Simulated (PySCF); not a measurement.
Structure problem from calculated spectra and properties.

Formula: C2H10O3Si4.

| Quantity | Value |
| --- | --- |
| Dipole | 1.93 D [PBE0/pcSseg-1] |
| 13C NMR | chemical shifts (computed TMS as zero) by class: 104.2 (1 C), 90.6 (1 C) ppm [GIAO PBE0/pcSseg-1] |
| 1H NMR | chemical shifts (computed TMS as zero) by class: 5.32 (2 H), 5.31 (6 H), 4.05 (1 H), 2.11 (1 H) ppm [GIAO PBE0/pcSseg-1] |
| NMR, other nuclei | isotropic shieldings of nuclei other than C and H, by class: 262 (1 O), 282 (2 O), 393 (2 Si), 406 (1 Si), 427 (1 Si) ppm [GIAO PBE0/pcSseg-1] |
| Rotational structure | rotational constants A, B, C: 0.948, 0.649, 0.492 GHz [GFN2-xTB] |

Gas-phase values; electronic properties from PySCF, density fitting. Levels stand in brackets. Geometry: GFN2-xTB, one conformer, isolated molecule. Each NMR value is the plain mean over a class of atoms that symmetry, rotation or inversion makes alike.

Problem. What is the compound? Reason from the data.

Solution. Numbering: `[CH:1]#[C:2][SiH2:3][O:4][SiH:5]([O:6][SiH3:7])[O:8][SiH3:9]`. Its formula, C2H10O3Si4, gives 2 degrees of unsaturation: 0 rings and 2 π bonds in the structure found. 2 carbons fall into 2 classes; from least to most shielded: terminal alkyne carbon [C1] (104.2 ppm), alkyne carbon [C2] (90.6 ppm). Hydrogen classes from least to most shielded: 2 H on an oxygen-bound silicon, Si3 (5.32 ppm), 6 H on 2 oxygen-bound silicons, Si7/Si9 (5.31 ppm, a mean of values up to 0.6 ppm apart in this geometry), 1 H on an oxygen-bound silicon, Si5 (4.05 ppm), 1 H on a terminal alkyne carbon, C1 (2.11 ppm). The other shieldings belong to: 262 ppm, siloxane oxygen [O4]; 282 ppm, siloxane oxygen [O6/O8]; 393 ppm, oxygen-bound silicon [Si7/Si9]; 406 ppm, oxygen-bound silicon [Si3]; 427 ppm, oxygen-bound silicon [Si5]. The optimised geometry has point group C1 and is an asymmetric top. Structure: `C#C[SiH2]O[SiH](O[SiH3])O[SiH3]`. The assignments are read from this structure; whether some other isomer fits the data as well wasn't checked.

Shape of the structure used: `[CH:1]#[C:2][SiH2:3][O:4][SiH:5]([O:6][SiH3:7])[O:8][SiH3:9]`: C2–Si3–O4–Si5 -74°, Si3–O4–Si5–O6 -60°, O4–Si5–O6–Si7 48°, O4–Si5–O8–Si9 -75°.
